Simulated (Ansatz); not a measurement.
Isolated molecules relaxed with PBE0-D4/def2-TZVP in Ansatz; ΔE leaves out vibrations. CCSD(T)/CBS adds triple-zeta CCSD(T) − MP2 to the extrapolated MP2 energy (def2 sets, frozen cores). This one scheme is used for every species. Functionals use def2-TZVPP. def2 core potentials past Kr. For In outer-core shells are correlated without core-valence functions, which leaves a few kJ/mol of doubt a bond. Each species was taken in one conformer, which may not be the lowest.

Consider the ligand exchange at the Si–O bond: `O[Si]O[SiH3]` + `[OH][In]([OH])[SH]` → `[OH][In]([SH])[O][SiH3]` + `O[Si]O`.

| species | revPBE energy (Eh) |
| --- | --- |
| `O[Si]O[SiH3]` | -731.85131 |
| `[OH][In]([OH])[SH]` | -740.66325 |
| `[OH][In]([SH])[O][SiH3]` | -1031.33480 |
| `O[Si]O` | -441.18038 |

Work out ΔE.

ΔE = (-1031.33480) + (-441.18038) − (-731.85131) − (-740.66325) = -0.00062 Eh = -1.6 kJ/mol. CCSD(T)/CBS gives -9.6 kJ/mol.

Largest T1 diagnostic among the species: 0.016.

From BLYP to BHLYP (50 % exact exchange), in def2-TZVPP and without D4, ΔE moves by −5.1 kJ/mol. Leaving LDA and LC-ωPBE aside and taking each functional with its dispersion term where it has one, the values, not all of them listed here, spread over 7.7 kJ/mol, from B97M-V to BLYP-D4. LDA lies −3.9 kJ/mol from PBE without D4.
